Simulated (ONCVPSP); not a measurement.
Potentials for bromine compared

Generated with ld1.x 7.5 (TM, RRKJ, ultrasoft, PAW), atompaw 4.2 or ONCVPSP 4.0.1. The cutoff is in Ry: for ld1.x and atompaw files where the sum of valence levels is converged to 10 mRy in a Bessel basis, for ONCV files where the hardest occupied wave has 1 mHa per electron of residual kinetic energy. The error is the largest all-electron minus pseudo excitation energy over each file’s own four to seven test configurations (ionisations up to +4, promotions, holes and added fractions of an electron), all of which were solved. The labels leave out finer settings (local radius, basis sizes, second energies), which also bear on the numbers. Spin-polarised tests are not counted. The rows are a selection from randomly drawn settings: files with unsolved tests, undetermined cutoffs or missed reference levels are left out.

A true bound ghost makes a file unfit for plane-wave use even where its test errors are small: the radial tests pick states by their node count and pass the ghost by.

```csv
potential,cutoff (Ry),largest error (meV),bound ghosts
"ONCV, LDA (Perdew-Wang 92), scalar-relativistic, rc 0.85/0.85/1.00 (spd), local smoothed, core correction yes, reference 3s2 3p6 3d10 4s2 4p5, qcut 16/16.9/14, projectors 2/3/3",256,-310,none
"ONCV, LDA (Perdew-Zunger), scalar-relativistic, rc 1.10/1.00/0.65 (spd), local smoothed, core correction yes, reference 3s2 3p6 3d10 4s2 4p4.5, qcut 9.2/15.1/24.1, projectors 2/2/2",466,+33,none
"ONCV, PBE, scalar-relativistic, rc 1.50/1.75/1.10 (spd), local smoothed, core correction yes, reference 3d10 4s2 4p5, qcut 4.4/4.4/14, projectors 2/2/2",179,-14,none
"ONCV, LDA (Perdew-Wang 92), scalar-relativistic, rc 1.35/1.60/1.45 (spd), local smoothed, core correction yes, reference 4s2 4p3, qcut 5.3/6/5.6, projectors 2/2/2",28,-103,none
"ONCV, PBE, scalar-relativistic, rc 1.25/1.20/1.20 (spd), local smoothed, core correction yes, reference 4s2 4p4, qcut 5.1/6.8/8.2, projectors 2/2/1",190,-106,"s, p"
"ONCV, BLYP, non-relativistic, rc 1.35/1.30/1.15 (spd), local smoothed, core correction yes, reference 4s2 4p3, qcut 4.5/7.1/9.5, projectors 1/2/2",134,+26,"p, d"
"ONCV, BLYP, non-relativistic, rc 1.25/1.55 (sp), local smoothed, core correction yes, reference 4s2 4p5, qcut 5.5/5.9, projectors 2/2",30,+6.4,s
```

Q: Fill in the row for Br: ONCV, PW91, scalar-relativistic, rc 1.25/1.80/0.60 (spd), local smoothed, core correction yes, reference 3d10 4s2 4p5, qcut 4.9/4.7/22.3, projectors 1/3/1.

A: cutoff 451 Ry, largest error -6.7 meV, bound ghosts: s.

Q: Fill in the row for Br: ONCV, PBE, scalar-relativistic, rc 1.25/0.90/0.70 (spd), local smoothed, core correction yes, reference 3p6 3d10 4s2 4p4.5, qcut 5.3/18.9/26.9, projectors 2/2/2.

A: cutoff 475 Ry, largest error -134 meV, bound ghosts: s.
